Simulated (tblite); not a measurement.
Isomers of C7H12FPSi. Level: GFN2-xTB in tblite, geometry and Hessian alike; calculated harmonic values, unscaled, isolated species. The method is semi-empirical: single wavenumbers can be off by several per cent or more. Modes of hydrogen on silicon can be 10 to 20 % off. One conformer each.

Electronic energies: GFN2-xTB at the same geometries; isomer energies are rough at this level and their order can be wrong.

```tsv
SMILES	electronic energy, lowest = 0 (kcal/mol)
CC#C/P=C(\F)[Si](C)(C)C	55.4
CCCp1cc(F)c([SiH3])c1	0.0
C=CC1=C(F)CP(C[SiH3])C1	3.5
```

Question: How do GFN2-xTB zero-point energies change the relative energies?

Answer: 
```tsv
SMILES	ZPE (kcal/mol)	of it from modes above 1550 cm⁻¹	electronic (kcal/mol)	with ZPE, lowest = 0 (kcal/mol)	lowest mode (cm⁻¹)	rings
CCCp1cc(F)c([SiH3])c1	102.6	50.8	0.0	0.0	31	1
C=CC1=C(F)CP(C[SiH3])C1	102.0	53.0	3.5	2.8	61	1
CC#C/P=C(\F)[Si](C)(C)C	103.9	55.3	55.4	56.7	20	0
```

The zero-point energies span 1.9 kcal/mol, from `C=CC1=C(F)CP(C[SiH3])C1` to `CC#C/P=C(\F)[Si](C)(C)C`. The order is unchanged.
